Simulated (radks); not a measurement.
Cs2+, configuration [Kr] 4d10 5s1 5p5 6s1 (not the ground configuration). All-electron calculation, Dirac Kohn-Sham, PBE, spin-unpolarised, spherical densities, finite nucleus; open shells are shared between the two j in proportion to 2j + 1; Fermi nuclear charge, rms radius 4.8041 fm. Program: a radial shooting solver on a logarithmic mesh with Libxc functionals.

Normalised radial functions P(r) = r R(r) (large component), r in bohr:

```
   r/bohr * 5s1/2, o 5p3/2 (the largest magnitude, 0.878, reaches the edge; | marks zero, & curves that meet)
 0.001939                             o *
 0.003059                             o *
 0.004787                             o  *
 0.007553                             |o  *
  0.01182                             |o  *
  0.01865                             | o *
  0.02919                             |*  o
  0.04606                         *   |     o
  0.07209                      *      |    o
   0.1137                          *  o
    0.178                      o      |       *
   0.2809                       o     |      *
   0.4396                  *          |       o
   0.6937                   *         |          o
    1.094                  o          |                  *
    1.713   o                         |                          *
    2.703              o              |          *
     4.23                          o  |*
    6.674                             &
    10.45                             &
```

5s1/2: eigenvalue -47.388 eV, 4 radial nodes at r = 0.0323, 0.128, 0.340, 0.822 bohr, <r> = 1.67 bohr, 90 % of the charge inside 2.40 bohr. 5p3/2: eigenvalue -32.372 eV, 3 radial nodes at r = 0.116, 0.347, 0.896 bohr, <r> = 1.95 bohr, 90 % of the charge inside 2.82 bohr.
